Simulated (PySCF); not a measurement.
SMILES C(=C=C=C=CF)F, C5H2F2

Geometry:
| atom | x (Å) | y (Å) | z (Å) |
| --- | --- | --- | --- |
| F1 | 3.222 | -1.156 | -1.092 |
| C2 | 2.214 | -1.293 | -0.229 |
| C3 | 1.097 | -0.626 | -0.342 |
| C4 | -0.010 | -0.005 | -0.386 |
| C5 | -1.110 | 0.630 | -0.435 |
| C6 | -2.262 | 1.240 | -0.521 |
| F7 | -2.495 | 2.416 | 0.064 |
| H8 | 2.431 | -2.009 | 0.557 |
| H9 | -3.124 | 0.863 | -1.061 |

Method: TDDFT CAM-B3LYP/def2-TZVPD circular dichroism and optical rotation, one conformer, IEF-PCM chloroform (non-equilibrium linear response, no local-field factor) in PySCF. Geometry: PBE0-D3(BJ)/def2-TZVP.

No stereocentre is labelled: unless the shape is locked (an allene, a helicene, a hindered biaryl), the mirror image is equally populated and a measured rotation or CD is zero. Singlets 5 and 6 lie within 0.01 eV of each other, so their separate moments and overlaps can depend on how they mix.

Question: Draw the ECD and absorption spectra from the lowest 12 states, each a Gaussian of half-width 0.25 eV at 1/e height.

Answer: 
```
E (eV)  λ (nm)  Δε (L mol⁻¹ cm⁻¹)  ε (L mol⁻¹ cm⁻¹)
  3.22     385               0.00             0.697
  3.32     373               0.00              2.96
  3.42     362              +0.02              9.13
  3.52     352              +0.06              20.5
  3.62     342              +0.15              33.6
  3.72     333              +0.26              40.3
  3.82     324              +0.32              35.3
  3.92     316              +0.28              22.6
  4.02     308              +0.18              10.7
  4.12     301              +0.08              3.77
  4.22     294              +0.03              1.18
  4.32     287              +0.01               1.1
  4.42     280              +0.01              2.85
  4.52     274              +0.03              6.35
  4.62     268              +0.04              10.4
  4.72     262              +0.05              12.3
  4.82     257              +0.04              10.8
  4.92     252              +0.03                10
  5.02     247              +0.01              42.4
  5.12     242               0.00               335
  5.22     237              -0.02              2060
  5.32     233              -0.11              9210
  5.42     229              -0.35             29900
  5.52     224              -0.82             70700
  5.62     220              -1.41            121000
  5.72     217              -1.76            151000
  5.82     213              -1.59            136000
  5.92     209              -1.05             89300
  6.02     206              -0.52             42600
  6.12     202              -0.26             14800
  6.22     199              -0.31              3890
  6.32     196              -0.56              1140
  6.42     193              -0.81               922
  6.52     190              -0.79              1110
  6.62     187              -0.55              1120
  6.72     184              -0.50               916
  6.82     182              -0.81               643
  6.92     179              -1.07               425
  7.02     177              -0.79               369
  7.12     174              +0.14               685
  7.22     172              +1.46              1670
  7.32     169              +2.49              3410
  7.42     167              +2.07              5600
  7.52     165              -0.55              7770
  7.62     163              -4.42              9500
  7.72     161              -7.15             10100
  7.82     158              -6.96              8790
```
Δε uses R in velocity form, ε uses f in length form. Only the states computed contribute, so the short-wavelength end is incomplete.
